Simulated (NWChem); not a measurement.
CH3AlBrFO; SMILES [Br][Al]([O]C)[F]

```xyz
8

Al     0.3443    -0.5197     0.0820
F      1.8262    -0.9908     0.6539
Br     0.0011     1.6340    -0.3621
O     -0.8842    -1.6244    -0.1641
C     -1.2066    -2.9739    -0.0672
H     -1.5000    -3.3696    -1.0545
H     -0.3688    -3.5876     0.3089
H     -2.0628    -3.1153     0.6143
```
Atoms are numbered in this order, from 1.

Geometry: optimised at PBE0/def2-SVP.

Spin-orbit effects, on the heavy nuclei and on their neighbours, are missing.

Q: Give the principal values of the shielding tensors (ppm) of Al1, F2, Br3, O4, C5 from PBE0/pcSseg-1, GIAO (NWChem), with their diamagnetic and paramagnetic parts as GIAO splits them.

A: 
```csv
atom,σ11,σ22,σ33,isotropic,diamagnetic,paramagnetic
Al1,395.9,469.3,542.0,469.1,794.9,-325.9
F2,269.6,316.3,434.3,340.1,469.7,-129.6
Br3,2743.5,2773.3,3071.3,2862.7,3124.7,-262.1
O4,271.6,329.3,351.6,317.5,395.3,-77.8
C5,99.8,104.7,183.9,129.5,245.0,-115.6
```
